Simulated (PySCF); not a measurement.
Where the electron goes

Compound: C7H12F (charge +1).
SMILES with atom numbers: `[CH3:1][C+:2]1[CH2:3][CH2:4][CH2:5][CH2:6][C@H:7]1[F:8]` (hydrogens: H9, H10, H11 on C1; H12, H13 on C3; H14, H15 on C4; H16, H17 on C5; H18, H19 on C6; H20 on C7)

The calculation used TDDFT B3LYP/def2-SVPD, vertical, gas phase, core orbitals frozen in the response (PySCF). One conformer (not necessarily the lowest) at the PBE0-D3(BJ)/def2-SVP geometry, without solvent, vibrations or thermal averaging.

Frontier orbitals with the atoms that hold most of them (Löwdin shares over 4%, at most four atoms; ? is withheld):

```json
{"orbital": "HOMO-3", "ε (eV)": "-14.59", "atoms": "F8 21%, C4 15%, C3 14%, C7 11%"}
{"orbital": "HOMO-2", "ε (eV)": "-14.25", "atoms": "C4 19%, C6 18%, C5 15%, H15 11%"}
{"orbital": "HOMO-1", "ε (eV)": "-14.03", "atoms": "?"}
{"orbital": "HOMO", "ε (eV)": "-13.86", "atoms": "?"}
{"orbital": "LUMO", "ε (eV)": "?", "atoms": "C2 48%, C1 9%, C3 7%, C4 7%"}
{"orbital": "LUMO+1", "ε (eV)": "-3.73", "atoms": "C1 16%, C2 10%, C3 9%, C7 8%"}
{"orbital": "LUMO+2", "ε (eV)": "-3.31", "atoms": "H14 12%, C4 10%, C7 10%, H20 8%"}
```

Task: Which atoms hold the HOMO, and with what shares?

Result: C5 (bonded to 2 C and 2 H) 16%; F8 (bonded to C) 13%; C7 (bonded to 2 C, F and H) 12%; C6 (bonded to 2 C and 2 H) 12%. By element: carbon 39% or more, fluorine 13%.

Task: Give the leading atoms of the HOMO-1.

Result: C5 (bonded to 2 C and 2 H) 25%; H17 (bonded to C) 15%; C6 (bonded to 2 C and 2 H) 14%; C4 (bonded to 2 C and 2 H) 12%. By element: carbon 52% or more, hydrogen 15% or more.

Task: What is the LUMO energy, and the HOMO–LUMO gap?

Result: ε(LUMO) = -8.47 eV; the gap is 5.39 eV (0.1980 hartree).

Task: The HOMO–LUMO gap is 5.39 eV. Where does the response calculation put the lowest singlet, and from which orbitals?

Result: S1 is at 4.31 eV (f = 0.017), 1.08 eV below the gap, made of HOMO→LUMO (74%), HOMO-1→LUMO (12%), HOMO-2→LUMO (11%). 

Task: One configuration dominates each of S1, S2 and S3. Which, and how do the shares of the two leading atoms of either orbital change from the occupied to the empty one?

Result: 
- S1 (4.31 eV, f 0.017), HOMO→LUMO (74%): C5 16% → at most 7%, F8 13% → at most 7%, C2 at most 12% → 48%, C1 at most 12% → 9%
- S2 (4.58 eV, f 0.0059), HOMO-1→LUMO (79%): C5 25% → at most 7%, H17 15% → at most 7%, C2 at most 13% → 48%, C1 at most 13% → 9%
- S3 (4.81 eV, f 0.041), HOMO-2→LUMO (71%): C4 19% → 7%, C6 18% → at most 7%, C2 at most 12% → 48%, C1 at most 12% → 9%
